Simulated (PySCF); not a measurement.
## Electric field gradients and quadrupole coupling constants

Species: C₄H₁₁FS₂Si.
Atom-mapped SMILES: `[CH3:1][C:2]([CH3:3])([CH2:4][SH:5])[Si@H:6]([F:7])[SH:8]` (hydrogens: H9, H10, H11 on C1; H12, H13, H14 on C3; H15, H16 on C4; H17 on S5; H18 on Si6; H19 on S8)

Geometry (GFN2-xTB, Å), atoms numbered from 1 in this order:
```
atom  x, y, z in Å
C1    -0.110    1.578   -0.107
C2    -0.146    0.052    0.023
C3    -0.819   -0.549   -1.214
C4    -0.906   -0.338    1.290
S5    -2.649    0.221    1.345
Si6    1.628   -0.636    0.182
F7     2.365    0.067    1.436
S8     2.748   -0.121   -1.568
H9     0.398    1.874   -1.021
H10   -1.125    1.973   -0.136
H11    0.406    2.028    0.739
H12   -0.947   -1.626   -1.104
H13   -1.795   -0.094   -1.376
H14   -0.216   -0.368   -2.101
H15   -0.449    0.128    2.163
H16   -0.914   -1.418    1.435
H17   -3.118   -0.667    0.471
H18    1.725   -2.053    0.484
H19    3.914   -0.041   -0.948
```

Field gradients from the PBE0/pcSseg-1 density (PySCF, non-relativistic), principal values in atomic units, ordered |Vxx| ≤ |Vyy| ≤ |Vzz|:

```json
{"atom": "S5", "Vxx": "0.5499", "Vyy": "2.3043", "Vzz": "-2.8543"}
{"atom": "S8", "Vxx": "0.1833", "Vyy": "1.8633", "Vzz": "-2.0467"}
```

Q: Find the asymmetry η = (Vxx − Vyy)/Vzz and the couplings χ = eQV/h (234.96 MHz × Q in barn × V in au), with Q(33S) = −0.0678 b.

A: 
```
atom                environment  nucleus     η  χzz (MHz)  χxx (MHz)  χyy (MHz)
  S5               thiol sulfur      33S  0.61      45.47      -8.76     -36.71
  S8  sulfur bonded to Si and H      33S  0.82      32.60      -2.92     -29.68
```

The tensor is traceless: Vxx + Vyy + Vzz = 0.

Q: What is Vzz at S5 in SI units (1 au = 9.71736 × 10²¹ V/m²)?

A: -2.8543 au = -27.736 × 10²¹ V/m².

Were the hydrogens deuterons (Q(2H) = 0.00286 b), χzz would run from 112 kHz (H18) to 210 kHz (H14, H9, H12 and H11).

Geometry: GFN2-xTB, one conformer, isolated molecule. GFN2-xTB bond lengths can be off by several hundredths of an ångström, more for odd bonds, and the gradients follow them. A larger basis could move these couplings by a tenth or more.

The run behind these numbers computed NMR shieldings as well. Time: 99 s of wall time (with the writing of density and orbital grids); peak memory 1.0 GiB. Hardware: an Arm Neoverse N1 with one thread, no GPU (shared host).
